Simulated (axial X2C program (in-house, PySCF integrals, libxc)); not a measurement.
**RhP⁺: from Re and ωe to a spectrum**

A bond curve at the LDA level, 2c, was computed with an in-house relativistic program for diatomic molecules (basis Rh dyall-cv3z [12s12p8d5f3g], P dyall-v3z [8s7p2d1f] (cores contracted in-house)) for the state Ω = 1/2 (⟨Sz⟩ = 0.49, ⟨Lz⟩ = 0.01 at LDA). Its fit gives Re = 1.9615 Å, ωe = 601.9 cm⁻¹, ωexe = 1.76 cm⁻¹ and αe = 7.242e-04 cm⁻¹; the masses are 102.9055 and 30.9738 u. Two-component means X2C with spin–orbit coupling and atomic mean-field Coulomb and Gaunt terms.

Q: Find the reduced mass, Be and the force constant.

A: From the LDA values: μ = 23.8078 u. Be = 16.8576/(μ Re²) = 0.184 cm⁻¹. k = 5.8918×10⁻⁷ μ ωe² = 5.08 mdyn/Å.

Q: Where do the fundamental and the first overtone lie?

A: ν(1←0) = ωe − 2ωexe = 598.4 cm⁻¹; ν(2←0) = 2ωe − 6ωexe = 1193.2 cm⁻¹.

Q: Estimate the centrifugal constant by the Kratzer relation.

A: D = 4Be³/ωe² = 6.88e-08 cm⁻¹.

Q: A Morse curve ties αe to the other constants (Pekeris). How well does that hold?

A: αe(Morse) = 6Be²/ωe × (√(ωexe/Be) − 1) = 7.065e-04 cm⁻¹; the LDA curve gives 7.242e-04 cm⁻¹, a ratio of 0.98.

One determinant describes the state; a PBE0 search over occupations chose it and may have missed a lower one. Density functionals use the spin component along the axis (collinear). PBE0 can misorder states that lie within some tenths of an eV, so this need not be the ground state of the molecule. The nearest other 2c determinant of the search, Ω = 3/2, lies 0.43 eV up at the distance of the search.
